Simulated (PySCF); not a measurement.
CH₈GeOSi. Atoms are numbered in the order given.

```xyz
12

Si    -0.4443    -1.1172     0.2905
Ge     1.2604     0.5406     0.0562
O     -1.8147    -0.7094    -0.5676
C     -2.5726     0.4435    -0.3332
H      0.0189    -2.4190    -0.2643
H     -0.7610    -1.2800     1.7480
H      0.8092     1.9010     0.6250
H      2.5276     0.1084     0.8203
H      1.6340     0.7462    -1.4241
H     -2.9712     0.4778     0.6980
H     -3.4265     0.4516    -1.0272
H     -1.9895     1.3685    -0.5021
```
Charge 0, spin multiplicity 1.

Coordinates come from a PBE0-D3(BJ)/def2-SVP optimisation. The structure was generated by enumeration, and PubChem lists no compound with its InChIKey, so it may never have been made. The values are those of a single conformer.

All values below come from PBE/pcSseg-1 in PySCF.

GIAO shieldings, no solvent; atoms listed in one row are averaged. δ = σ(ref) − σ: ²⁹Si against TMS (σ = 335.4 ppm); ⁷³Ge against GeH4 (σ = 1614.4 ppm); ¹⁷O against H2O (σ = 334.3 ppm); ¹³C against TMS (σ = 182.0 ppm); ¹H against TMS (σ = 31.49 ppm), references at their B3LYP-D3(BJ)/def2-TZVP geometries, non-relativistic.

```tsv
nucleus	atoms	count	δ (ppm)
²⁹Si	Si1	1	-10.4
⁷³Ge	Ge2	1	-38.4
¹⁷O	O3	1	4.7
¹³C	C4	1	58.1
¹H	H6	1	5.94
¹H	H5	1	5.83
¹H	H10, H11, H12	3	3.93
¹H	H7, H8, H9	3	3.78
```
